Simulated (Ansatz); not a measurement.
`[CH3][InH][Cl]` + Cl• → `[CH3][In][Cl]`• + HCl  (hydrogen abstraction from the In–H bond)

Isolated molecules relaxed with PBE0-D4/def2-TZVP in Ansatz; ΔE leaves out vibrations. CCSD(T)/CBS is the MP2 limit (def2-TZVPP, def2-QZVPP) plus CCSD(T) − MP2 in def2-TZVPP, frozen cores. This one scheme is used for every species, atoms too. DFT in def2-TZVPP. Open shells (•) are unrestricted, without spin–orbit coupling. Spin–orbit coupling would lower the free atoms: a little for Cl. def2 core potentials past Kr. For In outer-core shells are correlated without core-valence functions, so the limit isn't a true one: a few kJ/mol of doubt a bond, and 10 to 20 or more in all where bonds break to atoms.

Is it downhill or uphill in electronic energy at CCSD(T)/CBS, and by how much? (Estimate.)

Ansatz gave: Downhill: ΔE = -145.0 kJ/mol.

What do these levels give: BLYP-D4, r2SCAN0-D4, CAM-B3LYP-D4, r2SCAN, r2SCAN0, LC-ωPBE, CCSD/def2-SVP, MP2/def2-TZVPP, CCSD(T)/def2-TZVPP, MP2/def2-QZVPP, SCS-MP2/def2-QZVPP, HF/CBS(def2)? (An estimate is asked.)

Computed: BLYP-D4 -164.1, r2SCAN0-D4 -149.0, CAM-B3LYP-D4 -141.7, r2SCAN -159.1, r2SCAN0 -149.2, LC-ωPBE -130.7, CCSD/def2-SVP -121.1, MP2/def2-TZVPP -147.7, CCSD(T)/def2-TZVPP -137.4, MP2/def2-QZVPP -152.3, SCS-MP2/def2-QZVPP -141.3, HF/CBS(def2) -102.5 kJ/mol.

Largest T1 diagnostic among the species: 0.016.

In def2-TZVPP, CCSD(T) changes the Hartree–Fock value by −35.4 kJ/mol (the triples alone add −4.9 kJ/mol) and MP2 by −45.8 kJ/mol. From BLYP to BHLYP (50 % exact exchange), in def2-TZVPP and without D4, ΔE moves by +28.0 kJ/mol. Leaving LDA and LC-ωPBE aside and taking each functional with its dispersion term where it has one, the values, not all of them listed here, spread over 32.1 kJ/mol, from PBE-D4 to ωB97X-V. LDA lies −13.7 kJ/mol from PBE without D4.
